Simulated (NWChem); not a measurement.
System: BHCl cation

```xyz
3

B      0.0000     0.0000    -1.0919
Cl     0.0000     0.0000     0.5077
H      0.0000     0.0000    -2.2675
```
Atoms are numbered in this order, from 1.

All runs: NWChem. The geometry was optimised at B3LYP/6-31G* (spherical d). Hartree-Fock couplings suffer from near triplet instabilities. Isotropic indirect couplings, all four terms, static geometry, non-relativistic.

For level PBE0/pcJ-1:

| Property | Value |
|---|---|
| J(11B atom 1, 1H atom 3) (Hz) | 349.4 |

**Question.** What are these values for level Hartree-Fock/pcJ-1?

**Answer.** 
| Item | Value |
|---|---|
| J(11B atom 1, 1H atom 3) (Hz) | 385.7 |
